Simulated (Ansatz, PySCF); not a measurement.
Gas-phase reaction (SMILES): FB(F)Cl [chloro(difluoro)borane] + N (NH3) -> NB(F)F + Cl (HCl); ammonia cleaves one B-Cl bond, a model of a ligand-exchange step.

Geometries: B3LYP-D3(BJ)/def2-TZVP minima from Ansatz (a program for electronic structure), one conformer each, not searched for the lowest. Cores are frozen in the correlated levels unless marked. Spin-orbit coupling is left out. No relativistic terms. Basis-set limits of correlation are two-point, X^-3; Hartree-Fock from the larger set. [CCSD(T)-MP2]/basis is that difference in the basis named. Thermal terms are rigid-rotor harmonic-oscillator values from B3LYP-D3(BJ) frequencies (Ansatz or PySCF) at 298.15 K and 1 atm. 1 Eh = 627.5095 kcal/mol.

```csv
species,"E, RI-MP2/CBS(aug-cc-pV(T+d)Z,aug-cc-pV(Q+d)Z)+[CCSD(T)-MP2]/aug-cc-pV(T+d)Z (Ansatz) (Eh)","E, PBE0-D4/def2-TZVPD (Ansatz + dftd4) (Eh)",H - E (Eh),G - E (Eh)
FB(F)Cl,-684.31485,-684.64072,0.01548,-0.01583
N (NH3),-56.50756,-56.51535,0.03799,0.01614
NB(F)F,-280.45847,-280.50446,0.04174,0.01090
Cl (HCl),-460.37874,-460.66608,0.01000,-0.01120
```

Work out ΔE and ΔH, ΔG, ΔS and the equilibrium constant at 298.15 K at the first level, then ΔH at the second.


1. ΔE = [(-280.45847) + (-460.37874)] - [(-684.31485) + (-56.50756)] = -0.01480 Eh = -9.3 kcal/mol at RI-MP2/CBS(aug-cc-pV(T+d)Z,aug-cc-pV(Q+d)Z)+[CCSD(T)-MP2]/aug-cc-pV(T+d)Z.
2. The terms H - E add up to -0.00173 Eh, so ΔH = (-0.01480 + (-0.00173))×627.5095 = -10.4 kcal/mol.
3. The terms G - E add up to -0.00061 Eh, so ΔG = -9.7 kcal/mol, and ΔS = (-0.00173 - (-0.00061))×627509.5/298.15 = -2.4 cal/(mol K).
4. log10 K = -ΔG/(RT ln 10) = 7.1, with RT ln 10 = 1.3642 kcal/mol.
5. At PBE0-D4/def2-TZVPD the same steps give ΔE = -9.1 and ΔH = -10.2 kcal/mol, a shift of +0.2 from the first level.
6. These values are not checked against measurement here, since the tables used lack a sound gas-phase enthalpy of formation for at least one species.
